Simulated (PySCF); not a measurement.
Compounds:

A. `C=CP(C)C(=C)C`
B. SMILES C=C/C=C\[SiH2]OC
C. SMILES C=CN([SiH3])CC

Spectrum 1. $^{1}$H NMR (500 MHz, computed): δ 7.27 (m, 1H), 7.22 (m, 1H), 5.75 (m, 1H), 5.74 (m, 1H), 5.66 (m, 1H), 5.13 (d, 2H), 3.71 (s, 3H). $^{13}$C{$^{1}$H} NMR (computed): δ 160.1 (CH), 146.1 (CH), 132.6 (CH), 129.7 (CH2), 52.8 (CH3).

Spectrum 2. $^{1}$H NMR (500 MHz, computed): δ 6.32 (m, 1H), 6.24 (m, 1H), 6.21 (m, 1H), 5.70 (m, 1H), 5.17 (m, 1H), 2.00 (m, 3H), 1.29 (m, 3H). $^{13}$C{$^{1}$H} NMR (computed): δ 159.2 (C), 152.9 (CH), 139.0 (CH2), 121.2 (CH2), 26.6 (CH3), 14.6 (CH3).

Spectrum 3. $^{1}$H NMR (500 MHz, computed): δ 6.29 (m, 1H), 4.75 (s, 3H), 4.04 (m, 1H), 3.98 (m, 1H), 3.26 (q, 2H), 1.16 (t, 3H). $^{13}$C{$^{1}$H} NMR (computed): δ 145.4 (CH), 85.6 (CH2), 43.8 (CH2), 12.6 (CH3).

PySCF 2.14.0 with density-fitted response routines calculation with NMR shieldings at PBE0/pcSseg-1/GIAO and GFN2-xTB structure; one conformer, no solvent, relativity neglected, one averaged value for each set of equivalent atoms.

References, each an isolated molecule treated in the same way: $^{1}$H (σref 31.72) and $^{13}$C (σref 186.93) vs TMS. Splittings of carbon signals by F and P are missing where no couplings were computed. Where no couplings were computed, multiplicities follow the n + 1 count of equivalent neighbours, and m marks all less simple cases (inequivalent or close neighbours, rings, F or P nearby). Shifts are as computed. Against solution values, carbons near 30 ppm lie about +3 ppm off and those near 130 ppm about +5 ppm. Of 1211 compounds with measured shifts, 218 miss one by over three times the rms of a fit or turn the order of signals round; such compounds aren't used in these exercises.

Question: Match each spectrum to its structure.

Answer: 1–B, 2–A, 3–C.

- Spectrum 1 (B): 5 $^{13}$C signals; δC 160.1 is an alkene CH; δC 146.1 is an alkene CH.
- Spectrum 2 (A): 6 $^{13}$C signals; δC 159.2 is a fully substituted alkene carbon; δC 152.9 is an alkene CH.
- Spectrum 3 (C): 4 $^{13}$C signals; δC 145.4 is an alkene carbon bearing nitrogen; δC 85.6 is a β carbon of an enol-ether or enamine type C=C.
